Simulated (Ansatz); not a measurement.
Reaction (redistribution): `CN[SiH2][SeH]` + `C[SiH2][CH2][GeH3]` → `C[SiH2][SiH2][SeH]` + `CN[CH2][GeH3]`

Computed with Ansatz on PBE0-D4/def2-TZVP structures; ΔE is electronic, products minus reactants. CBS: MP2 limit from def2 TZ/QZ plus the TZ coupled-cluster correction, frozen cores. DFT in def2-TZVPP. B3LYP here is the variant with VWN-RPA as its local correlation; programs differ in this. For Ge, Se outer-core shells are correlated without core-valence functions, which leaves a few kJ/mol of doubt a bond. Scalar relativity is left out up to krypton. Each species was taken in one conformer, which may not be the lowest.

(1) Is it downhill or uphill in electronic energy at CCSD(T)/CBS, and by how much? (An estimate is asked.)

(2) What do these levels give: PBE0, B3LYP, HF/def2-TZVPP, MP2/def2-TZVPP, CCSD/def2-TZVPP, SCS-MP2/def2-QZVPP? (An estimate is asked.)

Largest T1 diagnostic among the species: 0.011.

Answers

(1) Ansatz gave: Uphill: ΔE = +33.0 kcal/mol.

(2) The calculation gave: PBE0 29.1, B3LYP 31.0, HF/def2-TZVPP 34.3, MP2/def2-TZVPP 35.2, CCSD/def2-TZVPP 32.8, SCS-MP2/def2-QZVPP 35.0 kcal/mol.

From PBE to PBE0 (25 % exact exchange), in def2-TZVPP and without D4, ΔE moves by +1.8 kcal/mol.
